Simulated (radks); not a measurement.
Problem. The tantalum ion Ta63+, [Ne]. Method: non-relativistic Kohn-Sham, PBE, spin-polarised, spherical densities, point nucleus; computed with a radial shooting solver on a logarithmic mesh with Libxc functionals. Every spin shell is full or empty, so the densities are truly spherical. Functionals are evaluated on that one density, not self-consistently. Rank these exchange functionals by their error against the exact value of the orbitals, and give that value: LDA, B88, PBEsol, PW86, SOGGA, B86b, EV93, APBE, revTPSS, SCAN, TASK, MVS.

Solution. Exact: -122.405 hartree. From best to worst, with 100 (|E| - |E exact|)/|E exact| (equal figures are ties): APBE -0.01, PW86 -0.24, SCAN +0.24, MVS -0.32, B88 -0.39, B86b -0.45, EV93 +0.59, revTPSS -0.98, TASK -2.08, PBEsol -3.78, SOGGA -3.85, LDA -8.08.
